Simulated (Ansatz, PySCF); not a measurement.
Another site gives an ion 53402.58 eV lower (`O=[CH][GeH3]`) at the level PBE-D3(BJ)/def2-TZVP // TPSSh-D3(BJ)/def2-TZVP (PySCF).

Cartesian coordinates (Å):
SMILES: CC#CC=O
```xyz
9

C      1.8069    -0.0756    -0.1965
C      0.3658    -0.0058    -0.0430
C     -0.8332     0.0766     0.0907
C     -2.2624     0.1161     0.2437
O     -2.9058     1.1334     0.3985
H      2.0817    -0.8232    -0.9448
H      2.2143     0.8915    -0.5002
H      2.2716    -0.3603     0.7516
H     -2.7564    -0.8732     0.2108
```
Charge 0, spin multiplicity 1.

Method: frozen-core CCSD(T)/cc-pVTZ // TPSSh-D3(BJ)/def2-TZVP run with Ansatz (an electronic-structure program). The restricted HF reference is unstable towards unrestricted orbitals.

```yaml
HF energy: -228.67004 Ha
MP2 correlation energy: -0.85660 Ha
```

### Question
Estimate the CCSD correlation energy, the (T) correction, the total energy and the T1 diagnostic.

### Answer

```yaml
CCSD correlation energy: -0.87513 Ha
"(T) correction": -0.04281 Ha
CCSD(T) total energy: -229.58797 Ha
T1 diagnostic: 0.015
```
